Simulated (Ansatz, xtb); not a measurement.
**C4H2ClFN2: which of two isomers lies lower**

Structure X: `Fc1nccnc1Cl`, a singlet. Structure Y: `Fc1cnc(Cl)cn1`, a singlet. Both are isolated molecules in the gas phase, relaxed with PBE-D3(BJ)/def2-SVP.

X (Å):

```xyz
10

C    -1.2067    0.6593    0.1644
C     0.3041    0.0484   -1.4189
C     1.2668    0.8772   -0.8276
C    -0.2362    1.5026    0.7706
Cl   -0.6592    2.4159    2.1887
F    -2.4298    0.5718    0.6816
N    -0.9374   -0.0510   -0.9077
N     0.9814    1.6010    0.2705
H     0.5307   -0.5477   -2.3189
H     2.2855    0.9635   -1.2408
```

Y (Å):

```xyz
10

C     0.0562   -0.5478   -0.3010
C    -0.9171    0.1066    0.4783
C    -0.0617    2.0987   -0.2184
C     0.9109    1.4336   -0.9967
Cl   -0.0938    3.8409   -0.2005
F     0.0927   -1.8822   -0.3239
N    -0.9615    1.4431    0.5078
N     0.9549    0.0969   -1.0260
H    -1.6523   -0.4626    1.0718
H     1.6483    1.9972   -1.5922
```

Quicker runs give these differences E(Y) − E(X): GFN2-xTB −0.070 eV; HF/STO-3G −0.033 eV (at GFN2-xTB geometries); r2SCAN-D4/def2-SVP 0.000 eV (at GFN2-xTB geometries).

Question: Estimate E(Y) − E(X) at the level CCSD(T)/def2-SVP + ΔMP2/def2-TZVPP.

Answer: CCSD(T)/def2-SVP + ΔMP2/def2-TZVPP gives E(Y) − E(X) = −0.030 eV, slightly favouring structure Y, which is too small a margin to settle the true order.

Level by level:

| level | geometry | E(Y) − E(X) (eV) | departure from the last row (eV) | job, with rough time for the two |
| --- | --- | --- | --- | --- |
| GFN2-xTB | GFN2-xTB | −0.070 | −0.040 | optimisation, 0.51 s |
| HF/STO-3G | GFN2-xTB | −0.033 | −0.004 | single point, 3 s |
| r2SCAN-D4/def2-SVP | GFN2-xTB | 0.000 | +0.030 | single point, 12 s |
| PBE-D3(BJ)/def2-SVP | PBE-D3(BJ)/def2-SVP | −0.004 | +0.025 | optimisation, 65 s |
| HF/def2-SVP | PBE-D3(BJ)/def2-SVP | −0.043 | −0.014 | part of the CCSD(T) run |
| MP2/def2-SVP | PBE-D3(BJ)/def2-SVP | −0.020 | +0.010 | part of the CCSD(T) run |
| CCSD(T)/def2-SVP | PBE-D3(BJ)/def2-SVP | −0.019 | +0.010 | single point |
| CCSD(T)/def2-SVP + ΔMP2/def2-TZVPP | PBE-D3(BJ)/def2-SVP | −0.030 |  | single point, 3.1 min |

As drawn, both hold the same kinds of bond in the same numbers.

The largest departure from CCSD(T)/def2-SVP + ΔMP2/def2-TZVPP is that of GFN2-xTB, 0.040 eV. The last row adds to CCSD(T) the change of the MP2 difference between the two basis sets, here −0.010 eV.

With thermal terms from frequencies at re-optimised GFN2-xTB minima (ideal gas, soft modes damped towards free rotors, one conformer each, 298.15 K, 1 atm): on the last row, ΔE + ΔZPE = −0.032, ΔH = −0.032, ΔG = −0.030 eV.

The correlated steps freeze 12 core orbitals. Run with Ansatz 0.2.0, xtb 6.7.1; the last row on 2 threads of Intel(R) Xeon(R) Processor @ 2.50GHz (Skylake/Cascade Lake) on a shared host.
